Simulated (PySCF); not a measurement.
H₂TeO (singlet). Level of theory: PBE0/[Te def2-SVP with ECP28, O def2-SVP, H def2-SVP], scalar-relativistic core potentials, density fitting, no spin–orbit coupling, PySCF.

Harmonic bands of its minimum:

```
ω (cm⁻¹)  IR (km/mol)
     681          0.4
     739         33.6
     812         43.1
     898         26.0
    1933          169
    1948          162
```

Task: The central atom is Te. Infer the point group and assign the bands.

Result: Cs. The modes span 2a'' + 4a': 681 a'', 739 a', 812 a', 898 a', 1933 a'', 1948 a'. The computed geometry has Te–H 1.710 Å (×2), Te–O 1.836 Å; H–Te–H 85.6°, H–Te–O 105.2° (×2).

Only a few start shapes were tried, so a lower isomer may exist.
